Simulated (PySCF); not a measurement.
C$_{2}$H$_{7}$O (SMILES CC[OH2+]), charge +1, singlet, at a GFN2-xTB geometry, with bond 9-3 at 2.0 times its length; PBE/6-31G* (PySCF).

The PySCF input:
```python
from pyscf import gto, scf, dft

mol = gto.M(
    atom='''
C     1.19583758    0.44969545    0.01635498
C     0.11244085   -0.58985777   -0.10810486
O    -1.23887289    0.00688410    0.06505552
H     2.16079891   -0.03208078   -0.11694929
H     1.10785954    1.21818296   -0.74879306
H     1.19800139    0.91487790    0.99990230
H     0.18900047   -1.36284552    0.65772566
H     0.09877132   -1.05924675   -1.09266312
H    -1.53576091    1.37440608   -1.31555704
H    -1.30580219    0.41636824    0.95608340
''',
    basis='6-31g*',
    charge=1,
    verbose=4,
)

mf = dft.RKS(mol)
mf.xc = 'pbe'
mf.diis_space = 20
mf.kernel()
mf.analyze()
```

Output, abridged:

```
PySCF version 2.14.0

[INPUT] verbose = 4
[INPUT] num. atoms = 10
[INPUT] num. electrons = 26
[INPUT] charge = 1
[INPUT] spin (= nelec alpha-beta = 2S) = 0
[INPUT] symmetry False subgroup None
[INPUT] Mole.unit = angstrom
[INPUT] Symbol           X                Y                Z      unit          X                Y                Z       unit  Magmom
[INPUT]  1 C      1.195837580000   0.449695450000   0.016354980000 AA    2.259805515663   0.849801239963   0.030906432973 Bohr   0.0
[INPUT]  2 C      0.112440850000  -0.589857770000  -0.108104860000 AA    0.212482411713  -1.114669637747  -0.204288578134 Bohr   0.0
[INPUT]  3 O     -1.238872890000   0.006884100000   0.065055520000 AA   -2.341130465248   0.013009063614   0.122937115691 Bohr   0.0
[INPUT]  4 H      2.160798910000  -0.032080780000  -0.116949290000 AA    4.083318150159  -0.060623888062  -0.221002128562 Bohr   0.0
[INPUT]  5 H      1.107859540000   1.218182960000  -0.748793060000 AA    2.093551115087   2.302032164012  -1.415013807375 Bohr   0.0
[INPUT]  6 H      1.198001390000   0.914877900000   0.999902300000 AA    2.263894523948   1.728868668417   1.889541498323 Bohr   0.0
[INPUT]  7 H      0.189000470000  -1.362845520000   0.657725660000 AA    0.357159125714  -2.575404782890   1.242921362499 Bohr   0.0
[INPUT]  8 H      0.098771320000  -1.059246750000  -1.092663120000 AA    0.186650743762  -2.001686255836  -2.064834043213 Bohr   0.0
[INPUT]  9 H     -1.535760910000   1.374406080000  -1.315557040000 AA   -2.902167512713   2.597251075137  -2.486042506843 Bohr   0.0
[INPUT] 10 H     -1.305802190000   0.416368240000   0.956083400000 AA   -2.467608511957   0.786821940567   1.806735778243 Bohr   0.0

nuclear repulsion = 85.9802032908077
number of shells = 32
number of NR pGTOs = 109
number of NR cGTOs = 56
basis = 6-31g*
ecp = {}

******** <class 'pyscf.dft.rks.RKS'> ********
method = RKS
initial guess = minao
damping factor = 0
level_shift factor = 0
DIIS = <class 'pyscf.scf.diis.CDIIS'>
diis_start_cycle = 1
diis_space = 20
diis_damp = 0
SCF conv_tol = 1e-09
SCF conv_tol_grad = None
SCF max_cycles = 50
direct_scf = True
direct_scf_tol = 1e-13
XC library pyscf.dft.libxc version 7.1.2
    S. Lehtola, C. Steigemann, M. J. T. Oliveira, and M. A. L. Marques,  SoftwareX 7, 1–5 (2018)
XC functionals = pbe
    J. P. Perdew, K. Burke, and M. Ernzerhof,  Phys. Rev. Lett. 77, 3865 (1996)
    J. P. Perdew, K. Burke, and M. Ernzerhof,  Phys. Rev. Lett. 78, 1396 (1997)
    J. P. Perdew, K. Burke, and M. Ernzerhof,  Phys. Rev. Lett. 77, 3865 (1996)
    J. P. Perdew, K. Burke, and M. Ernzerhof,  Phys. Rev. Lett. 78, 1396 (1997)
radial grids:
    Treutler-Ahlrichs [JCP 102, 346 (1995); DOI:10.1063/1.469408] (M4) radial grids

becke partition: Becke, JCP 88, 2547 (1988); DOI:10.1063/1.454033
pruning grids: <function nwchem_prune>
grids dens level: 3
symmetrized grids: False
atomic radii adjust function: <function treutler_atomic_radii_adjust>
small_rho_cutoff = 0
Set gradient conv threshold to 3.16228e-05
Initial guess from minao.
tot grids = 110976
init E= -155.266407159581
  HOMO = -0.356782777672085  LUMO = -0.179305056983399  gap/eV = 4.82941
cycle= 1 E= -154.855502490266  delta_E= 0.411  |g|= 0.65  |ddm|= 2.48
  HOMO = -0.380598770351855  LUMO = -0.310996301219947  gap/eV = 1.89398
cycle= 2 E= -153.711774553596  delta_E= 1.14  |g|= 1.85  |ddm|= 2.17
  HOMO = -0.492344042052867  LUMO = -0.426932577134648  gap/eV = 1.77994
cycle= 3 E= -154.962577618164  delta_E= -1.25  |g|= 0.335  |ddm|=    2
  HOMO = -0.506814617885194  LUMO = -0.43891435308606  gap/eV = 1.84766
cycle= 4 E= -154.985747935167  delta_E= -0.0232  |g|= 0.247  |ddm|= 0.537
  HOMO = -0.507544187581964  LUMO = -0.454645705717607  gap/eV = 1.43944
cycle= 5 E= -154.993454287934  delta_E= -0.00771  |g|= 0.132  |ddm|= 0.156
  HOMO = -0.510494204880219  LUMO = -0.449456214494892  gap/eV = 1.66093
cycle= 6 E= -155.00008261277  delta_E= -0.00663  |g|= 0.0356  |ddm|= 0.155
  HOMO = -0.510770124607584  LUMO = -0.453364214232664  gap/eV = 1.56209
cycle= 7 E= -154.999423796594  delta_E= 0.000659  |g|= 0.0472  |ddm|= 0.0639
  HOMO = -0.512109459199321  LUMO = -0.452507228810338  gap/eV = 1.62186
cycle= 8 E= -155.000308038119  delta_E= -0.000884  |g|= 0.0122  |ddm|= 0.0441
  HOMO = -0.512348314624173  LUMO = -0.452030541838324  gap/eV = 1.64133
cycle= 9 E= -155.000369879674  delta_E= -6.18e-05  |g|= 0.000623  |ddm|= 0.0152
  HOMO = -0.512413718237989  LUMO = -0.45214614128126  gap/eV = 1.63996
cycle= 10 E= -155.000369990727  delta_E= -1.11e-07  |g|= 0.000158  |ddm|= 0.00075
  HOMO = -0.512417996762492  LUMO = -0.452143767083108  gap/eV = 1.64015
cycle= 11 E= -155.00036999465  delta_E= -3.92e-09  |g|= 7.5e-05  |ddm|= 0.000216
  HOMO = -0.512416568744642  LUMO = -0.452145990242652  gap/eV = 1.64005
cycle= 12 E= -155.000369996874  delta_E= -2.22e-09  |g|= 2.12e-05  |ddm|= 7.32e-05
  HOMO = -0.512415891028948  LUMO = -0.452146434147657  gap/eV = 1.64002
cycle= 13 E= -155.000369997054  delta_E= -1.8e-10  |g|= 2.62e-06  |ddm|= 2.22e-05
  HOMO = -0.512415240547644  LUMO = -0.452146805804454  gap/eV = 1.63999
Extra cycle  E= -155.000369996965  delta_E= 8.94e-11  |g|= 1.59e-05  |ddm|= 2.08e-05
converged SCF energy = -155.000369996965
**** SCF Summaries ****
Total Energy =                        -155.000369996964935
Nuclear Repulsion Energy =              85.980203290807665
One-electron Energy =                 -373.876472489373782
Two-electron Energy =                  132.895899201601196
Two-electron Coulomb Energy =          154.291467618420768
DFT Exchange-Correlation Energy =      -21.395568416819582
HOMO-LUMO gap [eV] =                     1.639987642618125
**** MO energy ****
MO #1   energy= -19.1026497593924  occ= 2
MO #2   energy= -10.1710066099077  occ= 2
MO #3   energy= -10.0815717532714  occ= 2
MO #4   energy= -1.21324474352653  occ= 2
MO #5   energy= -0.906885805660288 occ= 2
MO #6   energy= -0.79482624102824  occ= 2
MO #7   energy= -0.706763711051114 occ= 2
MO #8   energy= -0.647563883361971 occ= 2
MO #9   energy= -0.614796773151886 occ= 2
MO #10  energy= -0.584760721046112 occ= 2
MO #11  energy= -0.540230903156643 occ= 2
MO #12  energy= -0.519407038483007 occ= 2
MO #13  energy= -0.512415240547644 occ= 2
MO #14  energy= -0.452146805804454 occ= 0
MO #15  energy= -0.183693983664607 occ= 0
MO #16  energy= -0.124992040936034 occ= 0
MO #17  energy= -0.091968219925783 occ= 0
MO #18  energy= -0.0684029943992845 occ= 0
MO #19  energy= -0.0503014931470154 occ= 0
MO #20  energy= -0.0318851378296761 occ= 0
MO #21  energy= -0.0230035557693395 occ= 0
 ** Mulliken pop on meta-lowdin orthogonal AOs  **
 ** Mulliken pop  **
 ** Mulliken atomic charges  **
charge of    0C =     -0.32651
charge of    1C =      0.01635
charge of    2O =     -0.24888
charge of    3H =      0.16845
charge of    4H =      0.14079
charge of    5H =      0.13906
charge of    6H =      0.18673
charge of    7H =      0.16561
charge of    8H =      0.37556
charge of    9H =      0.38284

WARN: System has nonzero charge 1; the dipole moment is origin-dependent.
Location of origin: [0. 0. 0.]

Dipole moment(X, Y, Z, Debye): -2.06931,  2.13725, -0.83284
```
